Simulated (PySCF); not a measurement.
# Telling isomers of C$_{3}$H$_{9}$NO$_{3}$Si apart by NMR

How the numbers were obtained: GFN2-xTB geometry, NMR shieldings at PBE0/pcSseg-1/GIAO, in PySCF 2.14.0 with density-fitted response routines (isolated molecule, one averaged value for each set of equivalent atoms, non-relativistic, one conformer).

References, each an isolated molecule treated in the same way: 1H (σref 31.72), 13C (σref 186.93) against TMS. Where no couplings were computed, multiplicities follow the n + 1 count of equivalent neighbours, and m marks all less simple cases (inequivalent or close neighbours, rings, F or P nearby). Acid and N–H amide carbonyl carbons lie up to 10 ppm further downfield in solution (hydrogen bonding). Shifts are as computed. Against solution values, carbons near 30 ppm lie about +3 ppm off and those near 130 ppm about +5 ppm. Of 1313 compounds with measured shifts, 239 miss one by over three times the rms of a fit or turn the order of signals round; such compounds aren't used in these exercises. OH and NH positions are gas-phase values without hydrogen bonding to other molecules.

(1) Tabulate the signals of `CO[SiH](NC=O)OC`, `CN[SiH2]OCC(=O)O` and their relative energies.

(2) What is the quickest way to tell CO[SiH](NC=O)OC from CN[SiH2]OCC(=O)O?

Answers

(1) 
| SMILES | carbon types | δC | δH | E rel. (kcal/mol) |
| --- | --- | --- | --- | --- |
| CO[SiH](NC=O)OC | 1×CH 2×CH3 | 168.9, 53.2 | 8.28 (s, 1H), 5.11 (s, 1H), 4.86 (br s, 1H), 4.08 (s, 6H) | 0.0 |
| CN[SiH2]OCC(=O)O | 1×C 1×CH2 1×CH3 | 179.4, 65.1, 27.5 | 6.23 (br s, 1H), 5.01 (s, 2H), 4.66 (s, 2H), 2.66 (s, 3H), 1.55 (br s, 1H) | 25.5 |

Energies are electronic energies at PBE0/pcSseg-1 on these geometries, without zero-point or thermal terms, each for the one conformer computed, which needn't be the lowest.

(2) Count the carbon signals: 2 against 3. The first has an amide carbonyl carbon (CH) at 168.9 ppm, the second a carboxylic acid carbon (C) at 179.4 ppm. In the proton spectra the most deshielded non-exchanging signals are 8.28 (s, 1H) and 5.01 (s, 2H).
